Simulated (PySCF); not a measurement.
Problem. Give a GFN2-xTB geometry of `CC[C@@H]1O[C@]1(F)CF`.

Solution. 
```xyz
16
C5H8F2O angstrom
C      1.9244    0.1558    0.3085
C      1.0865    0.0764   -0.9636
C     -0.0299   -0.9255   -0.8066
O     -1.1695   -0.8288   -1.6428
C     -1.3645   -0.5810   -0.3070
F     -2.0440   -1.5713    0.3474
C     -1.8247    0.7907    0.1274
F     -1.0863    1.2428    1.1897
H      2.3364   -0.8195    0.5559
H      2.7464    0.8517    0.1681
H      1.3195    0.4989    1.1431
H      0.6722    1.0561   -1.2031
H      1.7097   -0.2386   -1.8033
H      0.2874   -1.9506   -0.6280
H     -2.8689    0.7455    0.4511
H     -1.7022    1.5065   -0.6900
```

Orientation and origin are arbitrary. Atoms count from 1 in this order. The 3-membered ring C3–O4–C5 has internal angles of 56.8° to 63.4°. Of the pairs four or more bonds apart, F8···H11 is among the closest relative to their van der Waals radii: 2.52 Å, 94 % of the sum of Bondi's values. The 2 C–O bonds span 1.373 Å (O4–C5, drawn single) to 1.417 Å (C3–O4, drawn single), a spread of 0.044 Å. O4 (epoxide oxygen) is bent (angle 63.4°).

Bonds between heavy atoms (Å): C1–C2 1.525, C2–C3 1.508, C3–O4 1.417, O4–C5 1.373, C5–F6 1.368, C5–C7 1.511, C7–F8 1.370, C3–C5 1.466.

Computed geometry: GFN2-xTB, gas phase.

Point group: C1 (no symmetry element, even within 0.4 Å). Not checked by GFN2-xTB frequencies. One conformer, not necessarily the lowest (C1–C2–C3–O4 158°, O4–C5–C7–F8 -134°).
